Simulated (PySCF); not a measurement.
Species: C₆H₁₀FO (charge +1).
Atom-mapped SMILES: `[CH3:1][O:2][CH2:3][C+:4]([CH3:5])/[CH:6]=[CH:7]/[F:8]` (hydrogens: H9, H10, H11 on C1; H12, H13 on C3; H14, H15, H16 on C5; H17 on C6; H18 on C7)

Cartesian coordinates in Å at the GFN2-xTB level; atoms count from 1:
```
atom  x, y, z in Å
C1     2.4594   -1.1960   -0.1432
O2     1.0593   -0.9493   -0.1369
C3     0.7108    0.3714   -0.3629
C4    -0.7261    0.6737   -0.3958
C5    -1.1059    2.0706   -0.6388
C6    -1.7558   -0.2612   -0.2149
C7    -1.5963   -1.5910    0.0320
F8    -2.6401   -2.3468    0.1765
H9     2.5781   -2.2563    0.0642
H10    2.8960   -0.9661   -1.1183
H11    2.9666   -0.6160    0.6316
H12    1.1621    1.0378    0.4022
H13    1.1424    0.7391   -1.3171
H14   -0.2550    2.7345   -0.7641
H15   -1.7316    2.4364    0.1802
H16   -1.7454    2.1343   -1.5237
H17   -2.7752    0.1062   -0.2743
H18   -0.6521   -2.1152    0.1269
```

The closed-shell SCF was solved with PySCF and density fitting under several settings on one GFN2-xTB geometry (grid level 2 and gas phase unless stated).

| settings | basis functions | SCF cycles | E (Eh) | HOMO (eV) | LUMO (eV) |
| --- | --- | --- | --- | --- | --- |
| PBE0/6-31++G**, grid level 3 | 204 | 15 | -408.9593 | -12.38 | -8.30 |
| B97-D/pcSseg-1, energy threshold 1e-08 Eh | 186 | 12 | -409.0868 | -10.91 | -9.04 |

Q: Estimate the row for these settings: PBE0/pcSseg-1.

A: 
| settings | basis functions | SCF cycles | E (Eh) | HOMO (eV) | LUMO (eV) |
| --- | --- | --- | --- | --- | --- |
| PBE0/pcSseg-1 | 186 | 15 | -408.8923 | -12.39 | -8.36 |

Q: Over all rows, what range does the HOMO–LUMO gap span?

A: From 1.87 eV (B97-D/pcSseg-1, energy threshold 1e-08 Eh) to 4.08 eV (PBE0/6-31++G**, grid level 3). The functional of the narrowest has no exact exchange, that of the widest 25 % exact exchange.

Q: Compare two rows with the functional PBE0: PBE0/6-31++G**, grid level 3 and PBE0/pcSseg-1. Which energy is lower, and by how much?

A: PBE0/6-31++G**, grid level 3 (204 functions) lies 0.0670 Eh or 42 kcal/mol below PBE0/pcSseg-1 (186 functions).

Whole jobs, the steps after the SCF included, on one thread of an Arm Neoverse V1, on a shared host:

```csv
settings,work after the SCF,wall time,peak memory
"PBE0/6-31++G**, grid level 3","spin–spin couplings from 17 perturbed nuclei, spin–dipole term for 1 of them",59 s,0.87 GiB
"B97-D/pcSseg-1, energy threshold 1e-08 Eh",shieldings,36 s,0.71 GiB
PBE0/pcSseg-1,shieldings,24 s,0.86 GiB
```

B97-D ran without the empirical dispersion term, which would shift the total energy alone. Cycle counts include a coarse-grid stage where the run had one. All basis functions are spherical, in the Pople sets too.

One conformer stands for the species.
